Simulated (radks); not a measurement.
Results of a calculation; reference values are marked as such.
How relativity changes the ionisation of neutral potassium ([Ar] 4s1) to K+ ([Ar]). Spin-unpolarised spherical Kohn-Sham, PBE, point nucleus unless stated (finite: rms radius 3.4349 fm), a radial shooting solver on a logarithmic mesh with Libxc functionals. A level marked "c x" has the speed of light scaled by that factor.

level                        E(K) (hartree)  E(K+) (hartree)  IE (eV)   HOMO  <r> HOMO (bohr)
non-rel.                         -599.70485       -599.54697    4.296     4s            5.026
scalar-rel.                      -602.08677       -601.92825    4.314     4s            5.007
scalar-rel., finite nucleus      -602.08590       -601.92737    4.314     4s            5.007
Dirac                            -602.08996       -601.93144    4.314  4s1/2            5.007
Dirac, finite nucleus            -602.08908       -601.93056    4.314  4s1/2            5.007
Dirac, c x 0.75                  -603.97666       -603.81763    4.328  4s1/2            4.992
Dirac, c x 2                     -600.29692       -600.13888    4.301  4s1/2            5.021
Dirac, c x 10                    -599.72848       -599.57059    4.296  4s1/2            5.026

NIST Atomic Spectra Database: 4.341 eV (measured). The relativistic part of the total energy of K is -2.384 hartree (Dirac, finite nucleus), 0.4 % of the non-relativistic value. Spin polarisation and multiplet splitting of open shells are left out at every level.

Beside tabulated values, note that spin-unpolarised runs miss the spin-polarisation part of the exchange energy of open shells.
